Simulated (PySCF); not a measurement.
Run record: EPR job, `O=C(O)c1c[c]co1` [radical].

Computed with UKS B3LYP, pcH-1 on C H O, non-relativistic, mean-field spin-orbit, GIAO (PySCF 2.14.0). Geometry: GFN2-xTB. The input is one job of a driver script: a line of settings, then coordinates in Å.

Input:
```
{"job": {"kind": "epr", "basis": "pcH-1"}, "charge": 0, "multiplicity": 2}
O      2.050697    -0.142699    -1.344607
C      1.474022    -0.145968    -0.288507
O      2.100631    -0.290297     0.890428
C      0.029978     0.003652    -0.118875
C     -0.737746     0.017374     1.030262
C     -2.038783     0.192043     0.563934
C     -2.012081     0.274084    -0.792371
O     -0.747214     0.159484    -1.217482
H      3.054644    -0.386936     0.741193
H     -0.386643    -0.084659     2.034737
H     -2.782082     0.406593    -1.524675
```

Output:
```
UKS, coarse grid
  cycle   1  E = -417.72140615  |g| = 7.56e-01
  cycle   2  E = -416.69829142  |g| = 1.67e+00
  cycle   3  E = -417.82614553  |g| = 4.51e-01
  cycle   4  E = -417.92038845  |g| = 9.04e-02
  cycle   5  E = -417.92273766  |g| = 6.06e-02
  cycle   6  E = -417.92407762  |g| = 1.87e-02
  cycle   7  E = -417.92420154  |g| = 8.46e-03
  cycle   8  E = -417.92423177  |g| = 3.23e-03
  cycle   9  E = -417.92424011  |g| = 1.49e-03
  cycle  10  E = -417.92424240  |g| = 7.38e-04
UKS, final grid
  cycle   1  E = -417.92421054  |g| = 9.64e-04
  cycle   2  E = -417.92420991  |g| = 1.69e-03
  cycle   3  E = -417.92421130  |g| = 2.83e-04
  cycle   4  E = -417.92421138  |g| = 1.63e-04
  cycle   5  E = -417.92421148  |g| = 9.25e-05
  cycle   6  E = -417.92421149  |g| = 1.98e-05
E = -417.92421149 Eh   <S^2> = 0.7565 (exact 0.7500)
g shifts (ppm)      1          2          3
  rmc          -174       -174       -174
  gc             37         14        -13
  oz_so        -788        168        338
  total        -926          7        151
hyperfine (MHz)  atom isotope    a_iso     a_fc   dipolar eigenvalues
    0   17O      -1.96      -1.96     -3.57      1.33      2.24
    1   13C       4.17       4.17     -1.11     -0.74      1.84
    2   17O       0.83       0.83     -0.18      0.08      0.10
    3   13C      48.57      48.57     -4.58     -2.26      6.83
    4   13C      30.27      30.27    -11.59     -3.08     14.67
    5   13C     525.12     525.12    -76.64    -60.69    137.32
    6   13C      75.91      75.91    -16.13     -0.91     17.04
    7   17O      -9.47      -9.47    -18.47      7.75     10.72
    8    1H      -0.28      -0.28     -0.69     -0.50      1.19
    9    1H      21.95      21.95     -6.34     -5.25     11.59
   10    1H       7.54       7.54     -5.83     -4.24     10.07
```

rmc, gc and oz_so are the mass-correction, gauge-correction and orbital-Zeeman/spin–orbit parts of the g shift along its three principal axes; a_iso is the isotropic hyperfine coupling and a_fc its Fermi-contact part. Atoms in this output count from 0.

Get g_iso from the total shifts.

Their mean is -256 ppm; added to g_e = 2.002319 it gives 2.00206.

How far is ⟨S²⟩ from the pure-spin value?

S = 0.5 gives S(S+1) = 0.75; the run has 0.7565, 0.0065 more.

In short: ⟨S²⟩ 0.757; g_iso 2.0021.

Geometry: GFN2-xTB, one conformer, isolated molecule.

Time: 54 s wall. Hardware: one thread of an Arm Neoverse V1 (shared host).
Labels such as C1 count atoms from 1, the log's own numbers from 0.
